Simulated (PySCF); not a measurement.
Telling isomers of C$_{7}$H$_{10}$N$_{2}$O apart by NMR

[PySCF: geometry: GFN2-xTB; NMR shieldings at PBE0/pcSseg-1/GIAO; no relativistic terms; one averaged value for each set of equivalent atoms; no solvent; one computed conformer]

Scale: TMS for 1H (31.72 ppm), 13C (186.93 ppm) (reference shieldings calculated alike). Where no couplings were computed, multiplicities follow the n + 1 count of equivalent neighbours, and m marks all less simple cases (inequivalent or close neighbours, rings, F or P nearby). Shifts are as computed. Against solution values, carbons near 30 ppm lie about +3 ppm off and those near 130 ppm about +5 ppm. Of 1309 compounds with measured shifts, 239 miss one by over three times the rms of a fit or turn the order of signals round; such compounds aren't used in these exercises.

(1) Tabulate the signals of `CC(=O)c1cn(C)nc1C`, `C=CCn1nccc1OC` and their relative energies.

(2) What is the quickest way to tell CC(=O)c1cn(C)nc1C from C=CCn1nccc1OC?

## Answers

(1) 
| SMILES | carbon types | δC | δH | E rel. (kcal/mol) |
| --- | --- | --- | --- | --- |
| CC(=O)c1cn(C)nc1C | 3×C 1×CH 3×CH3 | 194.6, 156.1, 136.9, 127.3, 39.5, 30.3, 17.7 | 7.57 (s, 1H), 3.96 (s, 3H), 2.65 (s, 3H), 2.39 (s, 3H) | 0.0 |
| C=CCn1nccc1OC | 1×C 3×CH 2×CH2 1×CH3 | 161.4, 145.3, 140.8, 122.8, 87.5, 58.5, 54.0 | 7.40 (m, 1H), 6.37 (m, 1H), 5.50 (m, 1H), 5.43 (m, 1H), 5.34 (m, 1H), 4.62 (d, 2H), 3.99 (s, 3H) | 37.2 |

Energies are electronic energies at PBE0/pcSseg-1 on these geometries, without zero-point or thermal terms, each for the one conformer computed, which needn't be the lowest.

(2) Both give the same number of carbon signals, but DEPT or the intensities differ. The first has a methyl carbon on an aromatic ring (CH3) at 17.7 ppm, the second a terminal =CH2 carbon at 122.8 ppm. Their most deshielded carbons lie at 194.6 and 161.4 ppm.
